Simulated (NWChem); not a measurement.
Everything below was run with NWChem. System: H3ClSi, charge 0, spin multiplicity 1, at a geometry optimised with B3LYP/def2-SVP. The structure started from a generated list of species.

The NWChem input:

```
start mol
memory heap 200 mb stack 900 mb global 1100 mb
geometry units angstroms nocenter noautoz noautosym
  Si     0.996521     0.027906     0.000000
  Cl    -1.081792    -0.030294     0.000000
  H      1.460043     0.744376     1.217998
  H      1.460043     0.744376    -1.217998
  H      1.519090    -1.364432     0.000000
end
basis spherical
  * library def2-svp
end
dft
  xc xpbe96 cpbe96
  semidirect memsize 60000000 filesize 0
  iterations 100
  convergence nolevelshifting
  cdft 2 2 charge -1.0 pop becke
end
task dft energy
```

The output up to the point where the run's verdict is printed (cleaned and shortened):

```
             Northwest Computational Chemistry Package (NWChem) 7.3.0
             --------------------------------------------------------

                                NWChem Input Module
                                -------------------

 Scaling coordinates for geometry "geometry" by  1.889725989
 (inverse scale =  0.529177249)

                             Geometry "geometry" -> ""
                             -------------------------

 Output coordinates in angstroms (scale by  1.889725989 to convert to a.u.)

  No.       Tag          Charge          X              Y              Z
 ---- ---------------- ---------- -------------- -------------- --------------
    1 Si                  14.0000     0.99652100     0.02790600     0.00000000
    2 Cl                  17.0000    -1.08179200    -0.03029400     0.00000000
    3 H                    1.0000     1.46004300     0.74437600     1.21799800
    4 H                    1.0000     1.46004300     0.74437600    -1.21799800
    5 H                    1.0000     1.51909000    -1.36443200     0.00000000

 Effective nuclear repulsion energy (a.u.)      85.4045721171

            Nuclear Dipole moment (a.u.)
            ----------------------------
        X                 Y               Z
 ---------------- ---------------- ----------------
     0.0000113384     0.0000113384     0.0000000000


 Summary of "ao basis" -> "" (spherical)
 ------------------------------------------------------------------------------
       Tag                 Description            Shells   Functions and Types
 ---------------- ------------------------------  ------  ---------------------
 *                          def2-svp                  on all atoms

  pbe96 is a nonlocal functional; adding pw91lda local functional.

                                 NWChem DFT Module
                                 -----------------

 Summary of "ao basis" -> "ao basis" (spherical)
 ------------------------------------------------------------------------------
       Tag                 Description            Shells   Functions and Types
 ---------------- ------------------------------  ------  ---------------------
[...]
 d= 0,ls=0.0,diis    74   -750.4237217129 -1.16D-03  4.10D-02  6.53D-03    19.1
 CDFT multipliers:
      1       -1.1533465832
      iter =   10
 d= 0,ls=0.0,diis    75   -750.4231361449  5.86D-04  5.08D-03  8.44D-03    19.4
 CDFT multipliers:
      1       -1.1568025943
      iter =   14
 d= 0,ls=0.0,diis    76   -750.4242102448 -1.07D-03  4.63D-02  5.48D-03    19.7
 CDFT multipliers:
      1       -1.1534969220
      iter =    9
 d= 0,ls=0.0,diis    77   -750.4228538905  1.36D-03  4.42D-02  9.54D-03    19.9
 CDFT multipliers:
      1       -1.1546613044
      iter =   10
 d= 0,ls=0.0,diis    78   -750.4231269111 -2.73D-04  9.17D-04  8.71D-03    20.2
 CDFT multipliers:
      1       -1.1556970387
      iter =    9
 d= 0,ls=0.0,diis    79   -750.4235346562 -4.08D-04  1.17D-03  7.26D-03    20.5
 CDFT multipliers:
      1       -1.1558153017
      iter =   11
 d= 0,ls=0.0,diis    80   -750.4236612095 -1.27D-04  2.33D-04  6.76D-03    20.7
 CDFT multipliers:
      1       -1.1556569940
      iter =    9
 d= 0,ls=0.0,diis    81   -750.4236437370  1.75D-05  1.30D-03  6.78D-03    21.0
 CDFT multipliers:
      1       -1.1534610129
      iter =   10
 d= 0,ls=0.0,diis    82   -750.4229107457  7.33D-04  4.53D-02  9.22D-03    21.3
 CDFT multipliers:
      1       -1.1519535888
      iter =    9
 d= 0,ls=0.0,diis    83   -750.4224699065  4.41D-04  2.49D-04  1.10D-02    21.6
 CDFT multipliers:
      1       -1.1521795663
      iter =    9
 d= 0,ls=0.0,diis    84   -750.4225996780 -1.30D-04  1.32D-03  1.06D-02    21.8
 CDFT multipliers:
      1       -1.1540368965
      iter =   10
 d= 0,ls=0.0,diis    85   -750.4231387779 -5.39D-04  4.00D-02  8.69D-03    22.1
 CDFT multipliers:
      1       -1.1557521838
      iter =   13
 d= 0,ls=0.0,diis    86   -750.4238538973 -7.15D-04  8.64D-04  6.34D-03    22.4
 CDFT multipliers:
      1       -1.1555012222
      iter =   12
 d= 0,ls=0.0,diis    87   -750.4237512796  1.03D-04  4.09D-02  6.58D-03    22.6
 CDFT multipliers:
      1       -1.1551757128
      iter =   10
 d= 0,ls=0.0,diis    88   -750.4235370147  2.14D-04  4.37D-02  7.01D-03    22.9
 CDFT multipliers:
      1       -1.1567694439
      iter =   12
 d= 0,ls=0.0,diis    89   -750.4240116017 -4.75D-04  3.54D-02  5.52D-03    23.2
 CDFT multipliers:
      1       -1.1580243597
      iter =   15
 d= 0,ls=0.0,diis    90   -750.4247884909 -7.77D-04  4.43D-02  3.85D-03    23.5
 CDFT multipliers:
      1       -1.1571479597
      iter =   13
 d= 0,ls=0.0,diis    91   -750.4242853055  5.03D-04  4.15D-02  4.81D-03    23.7
 CDFT multipliers:
      1       -1.1530852081
      iter =   10
 d= 0,ls=0.0,diis    92   -750.4230155886  1.27D-03  1.02D-04  8.93D-03    24.0
 CDFT multipliers:
      1       -1.1532832698
      iter =   10
 d= 0,ls=0.0,diis    93   -750.4230760818 -6.05D-05  4.48D-02  8.72D-03    24.3
 CDFT multipliers:
      1       -1.1534167659
      iter =    8
 d= 0,ls=0.0,diis    94   -750.4229204734  1.56D-04  5.19D-05  9.40D-03    24.5
 CDFT multipliers:
      1       -1.1532784016
      iter =    8
 d= 0,ls=0.0,diis    95   -750.4228680936  5.24D-05  1.77D-04  9.58D-03    24.8
 CDFT multipliers:
      1       -1.1527798695
      iter =    8
 d= 0,ls=0.0,diis    96   -750.4227052631  1.63D-04  1.90D-04  1.02D-02    25.0
 CDFT multipliers:
      1       -1.1523102051
      iter =    9
 d= 0,ls=0.0,diis    97   -750.4225192078  1.86D-04  6.43D-04  1.08D-02    25.3
 CDFT multipliers:
      1       -1.1541121375
      iter =   10
 d= 0,ls=0.0,diis    98   -750.4231071181 -5.88D-04  9.03D-04  8.82D-03    25.5
 CDFT multipliers:
      1       -1.1562194035
      iter =   13
 d= 0,ls=0.0,diis    99   -750.4237176319 -6.11D-04  4.45D-02  6.79D-03    25.8
 CDFT multipliers:
      1       -1.1543670531
      iter =   10
 d= 0,ls=0.0,diis   100   -750.4225627595  1.15D-03  9.97D-04  1.06D-02    26.0
  CDFT final multipliers
      1       -1.1514842849
```

Convergence was not reached. The next line reads: Calculation failed to converge. NWChem stopped with the message: dft energy failed.
